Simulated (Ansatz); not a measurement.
`C[NH][Al]([F])[Cl]` + HBr → `C[NH][Al]([F])[Br]` + HCl at 298.15 K and 1 bar (ligand exchange at the Al–Cl bond).

Gas-phase electronic energies from Ansatz, PBE0-D4/def2-TZVP geometries. CBS: MP2 limit from def2 TZ/QZ plus the TZ coupled-cluster correction, frozen cores. This one scheme is used for every species. For Br outer-core shells are correlated without core-valence functions, which leaves a few kJ/mol of doubt a bond. Scalar relativity is left out up to krypton. Each species was taken in one conformer, which may not be the lowest.

| species | CCSD(T)/CBS energy (Eh) | H − E (kJ/mol) | S (J/(mol·K)) |
| --- | --- | --- | --- |
| `C[NH][Al]([F])[Cl]` | -896.93383 | 175.7 | 352.0 |
| HBr | -2573.91920 | 24.6 | 198.6 |
| `C[NH][Al]([F])[Br]` | -3010.47210 | 175.1 | 364.0 |
| HCl | -460.38127 | 26.6 | 186.8 |

H − E and S are ideal-gas, rigid-rotor, harmonic terms from PBE0-D4/def2-TZVP, for one conformer and one mirror image of each species. 1 Eh = 2625.50 kJ/mol, R = 8.31446 J/(mol·K).

Problem. By hand: ΔE, ΔH, ΔS and ΔG.

Solution. ΔE = (-3010.47210) + (-460.38127) − (-896.93383) − (-2573.91920) = -0.00034 Eh = -0.9 kJ/mol. Δ(H − E) = 175.1 + 26.6 − 175.7 − 24.6 = 1.4, so ΔH = 0.5 kJ/mol. ΔS = 364.0 + 186.8 − 352.0 − 198.6 = 0.2 J/(mol·K). ΔG = 0.5 − 298.15 × (0.2)/1000 = 0.4 kJ/mol.

Problem. By hand: the equilibrium constant, and the temperature at which ΔG would vanish if ΔH and ΔS stayed fixed.

Solution. log₁₀ K = −ΔG/(RT ln 10) = -0.1. ΔG = 0 at ΔH/ΔS = 2500 K, though so small a ΔH makes that figure unsure.

The number of gas molecules stays the same, so ΔS is small and ΔH decides. The sign of ΔG lies within the doubt. A doubt of 5 kJ/mol in ΔE shifts log₁₀ K by 0.9 here. Other conformers and mirror images would add mixing entropy, several J/(mol·K) or more a flexible species. These are equilibria of isolated gas molecules and say nothing of rates. Largest T1 diagnostic: 0.011 (customary marks: 0.02 for closed shells, 0.045 for open ones).
